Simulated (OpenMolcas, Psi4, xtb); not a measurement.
# SiNH2F2 (SMILES [NH][SiH](F)F): the vertical electron affinity, rung by rung

The species is SiNH2F2 (6 atoms), meant as a doublet with charge 0. SMILES: `[NH][SiH](F)F`. Geometry: relaxed at PBE0-D4/def2-TZVP. This is one conformer, not always the lowest.

Quantity: the vertical electron affinity (to the singlet anion), in eV. The values are calculated.

The electron affinity is E(neutral) − E(anion): positive where the electron is bound.

```tsv
level	kind	program	value (eV)	CPU time (all runs)
GFN2-xTB	semi-empirical	xtb	7.30	under 2 s
UHF/def2-SVPD	Hartree–Fock	OpenMolcas	0.58	26 s
USVWN5/def2-SVPD	LDA	OpenMolcas	2.70	58 s
U-revPBE/def2-SVPD	GGA	OpenMolcas	2.22	82 s
UTPSS/def2-SVPD	meta-GGA	OpenMolcas	2.13	2 min
UB3LYP/def2-SVPD	global hybrid	OpenMolcas	2.26	88 s
UOMP2/def2-SVPD (density fitting for correlation)	perturbation theory	Psi4	2.39	3 min
```

Where it was recorded, the anion's HOMO is positive in USVWN5/def2-SVPD, U-revPBE/def2-SVPD, UTPSS/def2-SVPD, UB3LYP/def2-SVPD: a fault of the level (basis or self-interaction), which says nothing on whether the real anion is bound. The values span 0.58 to 7.30 eV. The xTB values lack the empirical shift that such differences need. Times are those of the runs behind each value, whatever else they computed, on shared processors of several kinds: orders of magnitude only.
